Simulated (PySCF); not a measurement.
## Where the electron goes

Species: C₅H₁₂GeOSi.
SMILES with atom numbers: `[CH3:1][CH:2]([CH3:3])[O:4][SiH2:5][C:6]#[C:7][GeH3:8]` (hydrogens: H9, H10, H11 on C1; H12 on C2; H13, H14, H15 on C3; H16, H17 on Si5; H18, H19, H20 on Ge8)

Structure used (PBE0-D3(BJ)/def2-SVP), in Å, numbered top down from 1:
```xyz
20
C5H12GeOSi angstrom
C     -2.010    1.390    1.605
C     -1.348    0.427    0.637
C     -2.342   -0.315   -0.235
O     -0.602   -0.536    1.372
Si     1.048   -0.512    1.518
C      1.834   -0.568   -0.144
C      2.337   -0.599   -1.261
Ge     3.115   -0.654   -2.997
H     -2.598    2.149    1.067
H     -2.682    0.840    2.282
H     -1.257    1.909    2.217
H     -0.665    0.998   -0.025
H     -2.944    0.387   -0.831
H     -3.019   -0.914    0.393
H     -1.815   -0.995   -0.919
H      1.425   -1.718    2.298
H      1.529    0.729    2.198
H      3.918   -1.955   -3.136
H      4.037    0.562   -3.164
H      1.988   -0.612   -4.038
```

Computed, not measured: TDDFT CAM-B3LYP/def2-SVPD, vertical, gas phase, core orbitals frozen in the response (PySCF 2.14.0, density-fitted response routines). The CAM-B3LYP/def2-SVPD calculation is non-relativistic and has no spin–orbit coupling, an omission that weighs most on germanium.

Frontier orbitals with the atoms that hold most of them (Löwdin shares over 4%, at most four atoms; ? is withheld):

```tsv
orbital	ε (eV)	atoms
HOMO-3	-10.24	O4 35%, C2 19%, H12 13%, C3 7%
HOMO-2	-9.69	O4 34%, C6 14%, C7 12%, Si5 8%
HOMO-1	-9.44	?
HOMO	-9.30	C7 32%, C6 31%, Si5 8%, H17 6%
LUMO	?	?
LUMO+1	0.71	C7 25%, C6 25%, Ge8 19%, Si5 12%
LUMO+2	0.76	Ge8 50%, C7 10%, H19 10%, H20 7%
```

(1) Give the leading atoms of the LUMO.

(2) Give the leading atoms of the HOMO-1.

(3) What is the LUMO energy, and the HOMO–LUMO gap?

## Answers

(1) C6 (bonded to C and Si) 23%; C7 (bonded to C and Ge) 23%; Si5 (bonded to C, O and 2 H) 18%; Ge8 (bonded to C and 3 H) 11%. By element: carbon 46% or more, silicon 18%, germanium 11%.

(2) C6 (bonded to C and Si) 30%; C7 (bonded to C and Ge) 30%; O4 (bonded to C and Si) 17%; Ge8 (bonded to C and 3 H) 6%. By element: carbon 61% or more, oxygen 17%, germanium 6%.

(3) ε(LUMO) = 0.38 eV; the gap is 9.68 eV (0.3555 hartree).

Question: How does S1 compare with the orbital gap of 9.68 eV?

Answer: S1 is at 5.50 eV (f = 0.0000), 4.18 eV below the gap, made of HOMO→LUMO (72%). 

Next come S2 at 5.83 eV (f 0.0009), HOMO-1→LUMO (36%), HOMO→LUMO+1 (33%), HOMO-2→LUMO (10%); S3 at 5.91 eV (f 0.0002), HOMO-1→LUMO+1 (56%), HOMO-2→LUMO+1 (18%); S4 at 6.91 eV (f 0.012), HOMO-2→LUMO (63%), HOMO-1→LUMO (19%); S5 at 7.37 eV (f 0.0011), HOMO→LUMO+2 (73%).

One conformer stands for the species.
